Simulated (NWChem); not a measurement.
Everything below was run with NWChem. System: H$_{4}$PSi, charge 0, spin multiplicity 2, at a geometry optimised with UB3LYP/def2-SVP. The structure started from a generated list of species. Its SCF solution wasn't tested for a lower state. Level: URI-MP2/cc-pVDZ, 10 core orbitals frozen.

The NWChem input:

```
start mol
memory heap 200 mb stack 900 mb global 1100 mb
geometry units angstroms nocenter noautoz
  Si    -0.414670     1.074888     0.000000
  P      0.427674    -1.036914     0.000000
  H      0.098396     1.787225     1.215307
  H      0.098396     1.787225    -1.215307
  H     -0.403265    -1.534583     1.050196
  H     -0.403265    -1.534583    -1.050196
  symmetry group Cs
end
basis spherical
  * library cc-pvdz
end
basis "ri-mp2 basis" spherical
  * library cc-pvdz-ri
end
scf
  uhf
  nopen 1
  maxiter 100
  thresh 1e-7
  semidirect memsize 60000000 filesize 0
  # guess.movecs holds the orbitals of an unrestricted PBE0 run
  vectors input guess.movecs output mol.movecs
end
mp2
  freeze core 10
end
task rimp2 energy
```

Part of the output:

```
             Northwest Computational Chemistry Package (NWChem) 7.3.0
             --------------------------------------------------------

                                NWChem Input Module
                                -------------------

 Scaling coordinates for geometry "geometry" by  1.889725989
 (inverse scale =  0.529177249)

 Turning off AUTOSYM since
 SYMMETRY directive was detected!

                             Geometry "geometry" -> ""
                             -------------------------

 Output coordinates in angstroms (scale by  1.889725989 to convert to a.u.)

  No.       Tag          Charge          X              Y              Z
 ---- ---------------- ---------- -------------- -------------- --------------
    1 Si                  14.0000    -0.41467000     1.07488800     0.00000000
    2 P                   15.0000     0.42767400    -1.03691400     0.00000000
    3 H                    1.0000     0.09839600     1.78722500     1.21530700
    4 H                    1.0000     0.09839600     1.78722500    -1.21530700
    5 H                    1.0000    -0.40326500    -1.53458300     1.05019600
    6 H                    1.0000    -0.40326500    -1.53458300    -1.05019600

 Effective nuclear repulsion energy (a.u.)      81.3196649161

            Nuclear Dipole moment (a.u.)
            ----------------------------
        X                 Y               Z
 ---------------- ---------------- ----------------
    -0.0000151178     0.0000113384     0.0000000000

      Symmetry information
      --------------------

 Group name             Cs
 Group number              2
 Group order               2
 No. of unique centers     4

      Symmetry unique atoms

     1    2    3    5


 Summary of "ao basis" -> "" (spherical)
 ------------------------------------------------------------------------------
       Tag                 Description            Shells   Functions and Types
 ---------------- ------------------------------  ------  ---------------------
 *                          cc-pvdz                   on all atoms

 Summary of "ri-mp2 basis" -> "" (spherical)
 ------------------------------------------------------------------------------
       Tag                 Description            Shells   Functions and Types
 ---------------- ------------------------------  ------  ---------------------
 *                         cc-pvdz-ri                 on all atoms

 Summary of "ao basis" -> "ao basis" (spherical)
 ------------------------------------------------------------------------------
       Tag                 Description            Shells   Functions and Types
 ---------------- ------------------------------  ------  ---------------------
 Si                         cc-pvdz                  8       18   4s3p1d
 P                          cc-pvdz                  8       18   4s3p1d
 H                          cc-pvdz                  3        5   2s1p

                                 NWChem SCF Module
                                 -----------------

  ao basis        = "ao basis"
  functions       =    56
  atoms           =     6
  alpha electrons =    17
  beta  electrons =    16
  charge          =   0.00
  wavefunction    = UHF
  use symmetry    = T
  symmetry adapt  = T

 Summary of "ao basis" -> "ao basis" (spherical)
 ------------------------------------------------------------------------------
       Tag                 Description            Shells   Functions and Types
 ---------------- ------------------------------  ------  ---------------------
[...]
    1 Si  14     6.42   1.00  1.01  0.35  0.19  3.00  0.51  0.27  0.09
    2 P   15     7.51   1.00  1.01  0.43  0.40  3.00  0.85  0.76  0.07
    3 H    1     0.54   0.35  0.18  0.01
    4 H    1     0.54   0.35  0.18  0.01
    5 H    1     0.50   0.35  0.14  0.01
    6 H    1     0.50   0.35  0.14  0.01

   Mulliken analysis of the spin density
   -------------------------------------

    Atom       Charge   Shell Charges
 -----------   ------   -------------------------------------------------------
    1 Si  14     0.92  -0.00 -0.00  0.07  0.13 -0.00  0.37  0.35 -0.00
    2 P   15     0.06  -0.00  0.00  0.00 -0.00 -0.00  0.05  0.01  0.00
    3 H    1     0.00   0.01 -0.00  0.00
    4 H    1     0.00   0.01 -0.00  0.00
    5 H    1     0.01   0.01  0.00 -0.00
    6 H    1     0.01   0.01  0.00 -0.00

       Multipole analysis of the density wrt the origin
       ------------------------------------------------

     L   x y z        total         alpha         beta         nuclear
     -   - - -        -----         -----         ----         -------
     0   0 0 0     -0.000000    -17.000000    -16.000000     33.000000

     1   1 0 0     -0.374542      0.607545     -0.982071     -0.000015
     1   0 1 0     -0.007096     -0.847460      0.840353      0.000011
     1   0 0 1     -0.000000     -0.000000     -0.000000      0.000000

     2   2 0 0    -23.536738    -24.984524    -18.177003     19.624789
     2   1 1 0      0.706822     22.607159     18.462160    -40.362497
     2   1 0 1      0.000000      0.000000      0.000000      0.000000
     2   0 2 0    -22.560719    -92.222550    -85.327628    154.989458
     2   0 1 1     -0.000000     -0.000000      0.000000      0.000000
     2   0 0 2    -21.666311    -20.871726    -19.220439     18.425854

                               NWChem RI-MP2 Module
                               --------------------

 Summary of "ri-mp2 basis" -> "ri-mp2 basis" (spherical)
 ------------------------------------------------------------------------------
       Tag                 Description            Shells   Functions and Types
 ---------------- ------------------------------  ------  ---------------------
 Si                        cc-pvdz-ri               24       76   9s7p5d3f
 P                         cc-pvdz-ri               24       76   9s7p5d3f
 H                         cc-pvdz-ri                6       14   3s2p1d

 SCF Reference Information:
            File: './mol.movecs'
           Title: ''
    Size (AOxMO):     56 x (     56,     56)
       Total Occ:                17.00,  16.00
 RI-MP2 Calculation Information:
          Nr. of AO basis functions:         56
     Nr. of fitting basis functions:        208
               Nr. of MO spin cases:          2
        Nr. of MOs to be correlated:         46         46
     Nr. of occupied MOs correlated:          7          6
      Nr. of virtual MOs correlated:         39         40

          RI integral approximation: 'V'
    Threshold for Schwarz screening:  1.000E-09
 Smallest eigenvalue retained in fit  1.000E-08
    Type of storage for MO integrals 'EAF library'

 Transformation block size    7, requiring     1 integral passes.
 XForm_3cInts: Completed     1:    7 pass.
 Transformation block size    6, requiring     1 integral passes.
 XForm_3cInts: Completed     1:    6 pass.
 Energy evaluation using block sizes     7    7
 RIMP2_V_E2: Approx. ints. done (    1:    7,    1:    7)
 RIMP2_V_E2: Copy to B done (    1:    7,    1:    7)
 RIMP2_V_E2: Denominators done (    1:    7,    1:    7)
 RIMP2_V_E2: Completed block (    1:    7,    1:    7)
 RIMP2_V_E2: Approx. ints. done (    1:    7,    1:    6)
 RIMP2_V_E2: Copy to B done (    1:    7,    1:    6)
 RIMP2_V_E2: Denominators done (    1:    7,    1:    6)
 RIMP2_V_E2: Completed block (    1:    7,    1:    6)
 RIMP2_V_E2: Approx. ints. done (    1:    6,    1:    6)
 RIMP2_V_E2: Copy to B done (    1:    6,    1:    6)
 RIMP2_V_E2: Denominators done (    1:    6,    1:    6)
 RIMP2_V_E2: Completed block (    1:    6,    1:    6)

          -------------------------------------------
          SCF energy                -631.958004397759
          Correlation energy          -0.211512641857
          Total MP2 energy          -632.169517039615
          -------------------------------------------

 -----------------------
 Performance information
 -----------------------

 Timer overhead =  9.66D-08 seconds/call

               Nr. of calls         CPU time (s)                 Wall time (s)                GFlops
             ---------------    -------------------     ------------------------------   -------------------
Name         Min   Avg   Max    Min     Avg     Max     Min     Avg     Max   Mx/calls   Min     Max     Sum
Overall       1     1     1    1.1     1.1     1.1      1.1     1.1     1.1     1.1      0.0     0.0     0.0
3c integr     2     2     2   0.23    0.23    0.23     0.23    0.23    0.23    0.12      0.0     0.0     0.0
Energy        1     1     1   1.38E-2 1.38E-2 1.38E-2  1.38E-2 1.38E-2 1.38E-2 1.38E-2   0.0     0.0     0.0
3c integr     2     2     2   0.23    0.23    0.23     0.23    0.23    0.23    0.11      0.0     0.0     0.0
First 2/3     6     6     6   2.01E-3 2.01E-3 2.01E-3  2.01E-3 2.01E-3 2.01E-3 3.35E-4   0.0     0.0     0.0
Final 1/3     2     2     2   1.53E-3 1.53E-3 1.53E-3  1.53E-3 1.53E-3 1.53E-3 7.67E-4   0.0     0.0     0.0
Write 3c      2     2     2   3.53E-4 3.53E-4 3.53E-4  3.53E-4 3.53E-4 3.53E-4 1.77E-4   0.0     0.0     0.0
Read 3c i     3     3     3   2.95E-4 2.95E-4 2.95E-4  2.95E-4 2.95E-4 2.95E-4 9.83E-5   0.0     0.0     0.0
Fitting b     1     1     1   1.76E-2 1.76E-2 1.76E-2  1.76E-2 1.76E-2 1.76E-2 1.76E-2   0.0     0.0     0.0
Schwarz i     1     1     1   8.78E-3 8.78E-3 8.78E-3  8.78E-3 8.78E-3 8.78E-3 8.78E-3   0.0     0.0     0.0
Form 4ci      3     3     3   2.73E-3 2.73E-3 2.73E-3  2.73E-3 2.73E-3 2.73E-3 9.09E-4   0.0     0.0     0.0
Form A &      3     3     3   9.59E-3 9.59E-3 9.59E-3  9.59E-3 9.59E-3 9.59E-3 3.20E-3   0.0     0.0     0.0
Denominat     3     3     3   1.09E-4 1.09E-4 1.09E-4  1.09E-4 1.09E-4 1.09E-4 3.64E-5   0.0     0.0     0.0
Pair Ener     3     3     3   5.12E-4 5.12E-4 5.12E-4  5.12E-4 5.12E-4 5.12E-4 1.71E-4   0.0     0.0     0.0

 The average no. of pstat calls per process was 3.30D+01
 with a timing overhead of 3.19D-06s

 Task  times  cpu:        1.1s     wall:        1.1s

 Total times  cpu:        1.1s     wall:        1.1s
```
